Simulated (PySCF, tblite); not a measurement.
# silylene SiCl2 and water

A gas-phase complex of silylene SiCl2 and water; neutral, singlet. The structure comes from a short search (6 tight-binding starts) and was relaxed by PBE0-D3(BJ)/def2-SVPD; another way of binding may lie lower. Frequencies by PBE0-D3(BJ)/def2-SVPD show no clear imaginary mode.

```tsv
part	name	SMILES	atoms	charge	multiplicity
1	silylene SiCl2	Cl[Si]Cl	1–3	0	1
2	water	O	4–6	0	1
```

```xyz
6

Cl   -1.991    0.753    0.069
Si    0.125    1.227   -0.013
Cl    0.903   -0.356    1.253
O    -0.173    2.315    1.762
H     0.199    1.746    2.456
H    -1.134    2.318    1.897
```
Atoms count from 1 in this order.

| contact | kind (by geometry) | distance (Å) | angle (°) |
| --- | --- | --- | --- |
| Si2···O4 | partial bond | 2.103 | - |

Interaction energies are complex less parts, with the parts frozen as they stand in it; counterpoise-corrected, in kcal/mol (PySCF).

(1) Give the interaction energy at each level run.

(2) What holds them together? Decompose the wB97M-D3(BJ)/def2-TZVPD energy: frozen parts, their antisymmetrised product, then relaxation.

The parts were also relaxed and run alone, at the levels used for the complex: shieldings by PBE0/pcSseg-2; core levels by delta-SCF with SCAN, pcX-2 on the ionised atom and pcseg-1 elsewhere, spin-free X2C (2p3/2 is the spin-free 2p value less a third of a first-order spin-orbit splitting).

Values alone: shielding of Si2 (ppm): 61.4; shielding of O4 (ppm): 328.9; Cl1 2p3/2 core level (eV): 206.18; Si2 2p3/2 core level (eV): 109.36; O4 1s core level (eV): 539.76.

(3) How do these values change when the complex forms?

Results:

(1) 
```
                  level  interaction  superposition error removed
wB97M-D3(BJ)/def2-TZVPD       -15.40                        -0.27
 PBE0-D3(BJ)/def2-TZVPD       -16.40                        -0.29
     RI-MP2/aug-cc-pVTZ       -14.36                        -1.46
```

(2) electrostatic -59.9, Pauli repulsion +85.7, orbital relaxation -39.2, dispersion correction -2.3 kcal/mol, which sum to the value before the counterpoise correction; the Pauli term holds the exchange-correlation of the frozen density too. Of the attraction, 59 % is electrostatic, 39 % is orbital relaxation, 2 % is dispersion correction.

(3) 
| property | alone | in the complex | change |
| --- | --- | --- | --- |
| shielding of Si2 (ppm) | 61.4 | 257.7 | +196.4 |
| shielding of O4 (ppm) | 328.9 | 210.2 | -118.7 |
| Cl1 2p3/2 core level (eV) | 206.18 | 205.52 | -0.66 |
| Si2 2p3/2 core level (eV) | 109.36 | 108.80 | -0.56 |
| O4 1s core level (eV) | 539.76 | 541.66 | +1.90 |

The 6 runs behind this took 6.3 min in all, one thread each of AMD EPYC 7R43 64-Core on a shared host, launched as `OMP_NUM_THREADS=1 python cluster_run.py task.json out`.
